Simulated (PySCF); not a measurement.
**Polarisability and C₆ of Mn²⁺ (manganese, charge +2)**

[Ar] 3d5, high-spin 6S determinant. Computed with PySCF 2.14 in def2-TZVPPD (6s6p4d2f1g, 67 functions), with the non-relativistic Hamiltonian (point nucleus). Coupled (time-dependent) response in atomic units; α is the mean over directions.

```tsv
method	mean α (bohr³)	C₆ (like pair)	S(−4)
r2SCAN0	3.074	8.355	6.269
```

S(−4) is the Cauchy moment in α(ω) = α(0) + S(−4) ω² + …

α(iu) at r2SCAN0:

```tsv
u (hartree)	α(iu) (bohr³)
0	3.074
0.0500	3.059
0.100	3.014
0.200	2.857
0.300	2.653
0.500	2.258
0.750	1.892
1.00	1.635
1.50	1.279
2.00	1.023
3.00	0.6762
5.00	0.3397
```

A single London oscillator, α(iu) = α/(1 + u²/ω²), gives C₆ = (3/4) ω α². Matching the computed C₆ needs ω = 4 × 8.355 / (3 × 3.074²) = 1.18 hartree.

For an ion, C₆ is the dispersion term alone; charge-induced terms of lower order in 1/R come first.
